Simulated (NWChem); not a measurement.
# Basis-set convergence for BrClSi

```xyz
3

Si    -1.0998    -0.5154     0.0000
Cl     0.2180    -2.1640     0.0000
Br     0.3341     1.2572     0.0000
```
Charge 0, spin multiplicity 1.

Program: NWChem. Structure: optimised with PBE/def2-SVP, a minimum by its harmonic frequencies.

Quantity: first vertical ionisation energy at the level G0W0@PBE0.

The Hamiltonian is non-relativistic. GW and range-separated runs recompute their integrals, the others keep them in memory, which bears on the times. The structure started from a generated list of species.

Relative cost: rough, from shared machines, SCF included, def2-SVP = 1.

Problem. In def2-QZVP the value is 9.85 eV. Among def2-SVP, def2-SVPD, def2-TZVP, def2-TZVPP, def2-TZVPD, which is the smallest basis within 0.1 eV of it?

Solution. No smaller set comes that close. def2-QZVP isn't the basis-set limit itself, and a small set can land close by cancellation.

```csv
basis,functions,first vertical ionisation energy (eV),relative cost
def2-SVP,68,9.24,1
def2-SVPD,92,9.33,under 3
def2-TZVP,122,9.60,6
def2-TZVPP,132,9.64,7
def2-TZVPD,146,9.60,10
def2-QZVP,215,9.85,40
```
